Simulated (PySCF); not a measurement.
**Bi⁵³⁺: ionisation energy**

Bi⁵³⁺ [Ar] 3d10 4s2 (1S) → Bi⁵⁴⁺ [Ar] 3d10 4s1 (2S), as a difference of total energies. Computed with PySCF 2.14 in an uncontracted even-tempered set (18 s from 7.4 bohr⁻², ratio 2.5; 14 p from 9.7 bohr⁻², ratio 2.5; 7 d from 17 bohr⁻², ratio 2.5; 4 f from 43 bohr⁻², ratio 2.7; 4 g from 65 bohr⁻², ratio 2.7), with the spin-free X2C one-electron Hamiltonian (Gaussian nucleus). Correlated levels: outer shells: [Ne] frozen; virtual orbitals above 40 to 60 times the deepest correlated orbital energy dropped. The calculations carry no spin-orbit coupling.

```json
{"method": "UHF", "ionisation energy (eV)": "3323.3"}
{"method": "LDA", "ionisation energy (eV)": "3332.5"}
{"method": "PBE", "ionisation energy (eV)": "3333.6"}
{"method": "PBE0", "ionisation energy (eV)": "3331.3"}
{"method": "r2SCAN", "ionisation energy (eV)": "3326.5"}
{"method": "B3LYP", "ionisation energy (eV)": "3331.8"}
{"method": "BP86", "ionisation energy (eV)": "3332.4"}
{"method": "MP2 (outer shells)", "ionisation energy (eV)": "3326.3"}
{"method": "SCS-MP2 (outer shells)", "ionisation energy (eV)": "3326.2"}
```

Q: How much does correlation contribute at MP2 (outer shells)?

A: 3326.3 − (3323.3) = 3.0 eV, measured against UHF.

Breit and QED terms and the two-electron picture change are absent.

For comparison: 3329 ± 5 eV (theoretical estimate listed by NIST; NIST Atomic Spectra Database, ionization energies).
